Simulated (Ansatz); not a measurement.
Consider the ligand exchange at the Al–N bond: `[NH2][Al]([SH])[Cl]` + HBr → `[SH][Al]([Cl])[Br]` + NH₃.

Computed with Ansatz on PBE0-D4/def2-TZVP structures; ΔE is electronic, products minus reactants. CCSD(T)/CBS is the MP2 limit (def2-TZVPP, def2-QZVPP) plus CCSD(T) − MP2 in def2-TZVPP, frozen cores. This one scheme is used for every species. Functionals use def2-TZVPP. For Br outer-core shells are correlated without core-valence functions, which leaves a few kJ/mol of doubt a bond. Scalar relativity is left out up to krypton. One conformer a species, not always the lowest.

```csv
species,CAM-B3LYP energy (Eh)
`[NH2][Al]([SH])[Cl]`,-1157.60931
HBr,-2574.88402
`[SH][Al]([Cl])[Br]`,-3675.95856
NH₃,-56.55755
```

Q: Work out ΔE.

A: ΔE = (-3675.95856) + (-56.55755) − (-1157.60931) − (-2574.88402) = -0.02278 Eh = -59.8 kJ/mol. CCSD(T)/CBS gives -70.3 kJ/mol.

Largest T1 diagnostic among the species: 0.010.

Leaving LDA and LC-ωPBE aside and taking each functional with its dispersion term where it has one, the values, not all of them listed here, spread over 11.8 kJ/mol, from HSE06-D4 to CAM-B3LYP-D4. LDA lies +7.3 kJ/mol from PBE without D4. At CCSD(T), def2-SVP lies +4.0 kJ/mol from the extrapolated value and def2-TZVPP +4.5 kJ/mol. From BLYP to BHLYP (50 % exact exchange), in def2-TZVPP and without D4, ΔE moves by −4.7 kJ/mol.
